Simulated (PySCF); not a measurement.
Molecular orbitals of TiC

ωB97X at R = 1.810 Å; basis Ti def2-TZVPPD, C def2-TZVPPD; no relativity; PySCF 2.14. State: quintet, unpaired electrons σ ↑↑, π ↑, δ ↑, a mixture of terms (⟨Lz²⟩ = 5.0). Only the outer orbitals are listed, counted within each symmetry.

```tsv
spin	orbital	occ.	ε (eV)	on Ti (%)	main shells (%)
α	7σ	1	-18.09	10	90 C s
α	8σ	1	-9.71	31	62 C p, 31 Ti d
α	3π	1	-9.34	33	67 C p, 28 Ti d
α	3π	1	-8.58	39	60 C p, 35 Ti d
α	1δ	1	-8.30	100	100 Ti d
α	9σ	1	-6.63	99	79 Ti s, 14 Ti d
α	4π	0	0.13	93	66 Ti p, 28 Ti d
α	4π	0	0.28	91	66 Ti p, 25 Ti d
α	10σ	0	0.30	104	76 Ti p, 27 Ti d
β	2π	1	-41.66	100	100 Ti p
β	2π	1	-41.65	100	100 Ti p
β	7σ	1	-15.23	5	94 C s
β	3π	1	-7.71	42	58 C p, 36 Ti d
β	3π	0	-0.40	46	54 C p, 38 Ti d
β	8σ	0	0.10	44	39 C p, 38 Ti d, 16 C s
```

Question: Which are the highest filled and the lowest empty level, where do they sit, and how wide is the gap?

Answer: Highest filled α 9σ at -6.63 eV (in %: 79 Ti s, 14 Ti d); lowest empty β 3π at -0.40 eV (in %: 54 C p, 38 Ti d); the gap at ωB97X is 6.23 eV.

| Quantity | Value |
| --- | --- |
| bond order (Mayer) | 1.94 |
| ⟨S²⟩ | 6.009 |
| charge on Ti (Mulliken, basis-dependent) | 0.52 |
| charge on Ti (Löwdin, basis-dependent) | 0.20 |
| dipole moment (positive dipole means Ti(−)C(+)) | -3.78 D |

Shares are Mulliken populations and can fall outside 0 to 100 %.

The state is the lowest single determinant that the PBE0 search found; with open d or f shells the true ground state can be another one.
